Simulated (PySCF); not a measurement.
# Basis and Hamiltonian dependence of the excitation energy of F⁺

F⁺ [He] 2s2 2p4 (3P) → F⁺ [He] 2s1 2p5, s spin flipped. Calculated with PySCF 2.14 from differences of total energies of unrestricted determinants, without spin-orbit coupling. Values in eV.

```
                                                              basis       Hamiltonian  functions     UHF     LDA    PBE0  MP2 (valence)
                                                     aug-cc-pVDZ-DK     spin-free X2C         23  27.263  20.798  22.805         25.269
                                                        aug-cc-pVDZ  non-relativistic         23  27.165  20.705  22.709         25.172
                                                        def2-TZVPPD  non-relativistic         40  27.030  20.565  22.559         24.883
                                                         dyall-av2z  non-relativistic         42  27.039  20.570  22.565         24.989
                                                     aug-cc-pVTZ-DK     spin-free X2C         46  27.173  20.702  22.701         25.003
                                                        dyall-acv3z  non-relativistic         76  27.035  20.563  22.559         24.884
                                                        aug-cc-pVQZ  non-relativistic         80  27.046  20.575  22.572         24.827
aug-cc-pVQZ with one added diffuse shell each of s, p, d, f, g type  non-relativistic        105  27.046  20.574  22.572         24.827
```

Frozen in the all-electron rows: valence: 1s2.

In the upper determinant the s electron has its spin opposite to the other open shell, which mixes two multiplicities.
